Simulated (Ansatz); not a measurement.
Basis-set extrapolation for `NB[SiH](F)Cl` (PBE0-D4/def2-TZVP geometry, frozen core, Ansatz 0.2.0). Multiplicity 1, RHF reference.

```csv
,def2-TZVPP,def2-QZVPP
HF,-929.598997,-929.629592
MP2 correlation,-0.866950,-0.942701
CCSD(T) correlation,-0.944324,not run
```

Energies in hartree. Use E(X) = E(∞) + A·exp(−7.88·√X) for Hartree–Fock and E(X) = E(∞) + B·X^(−2.97) for correlation, with X = 3 and 4, and add CCSD(T) minus MP2 of the smaller set to the MP2 limit.

Q: What is the CCSD(T) energy at the basis-set limit?

A: HF limit: -929.629592 + (-0.030595) × 0.13774 = -929.63381. MP2 limit: -0.942701 + (-0.075751) × 0.74074 = -0.99881. Higher-order term: -0.944324 − (-0.866950) = -0.07737. Total: -930.70999 hartree, 437.6 kJ/mol below CCSD(T)/def2-TZVPP.
